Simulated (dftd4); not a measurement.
C₆H₁₅In (SMILES C[CH2][In]([CH2]C)[CH2]C), singlet, geometry from GFN2-xTB (such geometries of metal compounds can be far from the true shape); dftd4 with D4 for bp86.

Here is a job for dftd4.
```
$ dftd4 mol.xyz --func bp86 --charge 0 --json dftd4.json --noedisp --grad

# file mol.xyz
22

In     0.07649762    -0.22200321     0.00693532
C      2.02672712     0.15771225    -1.13545282
C      2.36142183     1.63252338    -1.31068090
H      1.94066758    -0.33083748    -2.11056739
H      2.82357011    -0.35209405    -0.58529438
H      2.45995188     2.12575404    -0.34227827
H      1.58050189     2.14303965    -1.87522276
H      3.30396277     1.75910326    -1.84981189
C     -0.38833693    -2.35436143     0.69839517
C     -1.78872250    -2.44716336     1.28982773
H      0.35867416    -2.65031795     1.44040329
H     -0.28641149    -3.03119926    -0.15454106
H     -2.54125842    -2.18219544     0.54491415
H     -1.89692529    -1.76512216     2.13538012
H     -2.00419206    -3.45898083     1.64236480
C     -1.45686153     1.39454694     0.51776553
C     -1.14581916     2.75242261    -0.09509029
H     -1.50381275     1.47106885     1.60794101
H     -2.43115501     1.03525521     0.17402415
H     -1.10938311     2.68711054    -1.18368891
H     -0.18333376     3.12590196     0.25648098
H     -1.90969286     3.48758859     0.17147927
```

What the program printed (banner, timings and long lists left out):

```
                    ____  _____ _____     ____  _  _
      -------------|  _ \|  ___|_   _|---|  _ \| || |------------
     |             | | | | |_    | | ___ | | | | || |_           |
     |             | |_| |  _|   | ||___|| |_| |__   _|          |
     |             |____/|_|     |_|     |____/   |_|            |
     |             ===================================           |
     |            E. Caldeweyher, S. Ehlert & S. Grimme          |
     |          Mulliken Center for Theoretical Chemistry        |
     |                    University of Bonn                     |
      -----------------------------------------------------------

Rational (Becke-Johnson) damping: bp86-D4-ATM
---------------------
  s6         1.0000
  s8         3.3550
  s9         1.0000
  a1         0.4365
  a2         4.9241
 alp        16.0000
--------------------

Dispersion energy:      -2.2264482915136E-02 Eh

Gradient norm:           1.1340173990519E-03 Eh/a0
--------------------------------------------------
     #    Z           dE/dx      dE/dy      dE/dz
--------------------------------------------------
     1   49 In    4.047E-05 -2.168E-04  2.360E-05
     2    6 C     3.612E-04 -1.171E-04 -1.848E-04
     3    6 C     3.875E-04  8.643E-05 -1.678E-04
     4    1 H     6.992E-05  1.191E-05 -3.387E-05
     5    1 H     6.313E-05  2.609E-05 -4.626E-05
     6    1 H     1.571E-04  2.650E-05 -5.007E-05
     7    1 H     1.549E-04  2.069E-05 -8.523E-05
     8    1 H     8.223E-05  4.108E-05 -4.233E-05
     9    6 C     1.987E-05 -3.443E-04  7.123E-05
    10    6 C    -1.385E-04 -2.642E-04  1.066E-04
    11    1 H    -2.658E-05 -6.754E-05  2.018E-05
    12    1 H    -2.655E-05 -6.522E-05  3.502E-05
    13    1 H    -5.242E-05 -1.235E-04  3.458E-05
    14    1 H    -4.434E-05 -1.296E-04  5.317E-05
    15    1 H    -4.880E-05 -6.860E-05  3.534E-05
    16    6 C    -3.190E-04  3.020E-04  1.208E-04
    17    6 C    -2.937E-04  3.252E-04  4.896E-05
    18    1 H    -4.246E-05  1.080E-04  8.536E-06
    19    1 H    -4.026E-05  1.257E-04 -5.434E-06
    20    1 H    -1.279E-04  1.118E-04  9.962E-06
    21    1 H    -1.218E-04  1.217E-04  4.372E-05
    22    1 H    -5.401E-05  8.971E-05  4.173E-06
--------------------------------------------------

Virial:
--------------------------------------------------
      component           x          y          z
--------------------------------------------------
          x       8.789E-03 -3.724E-05 -3.974E-03
          y      -3.724E-05  1.039E-02 -1.958E-03
          z      -3.974E-03 -1.958E-03  2.373E-03
--------------------------------------------------

[Info] Dispersion results written to 'dftd4.txt'
[Info] JSON dump of results written to 'dftd4.json'
```
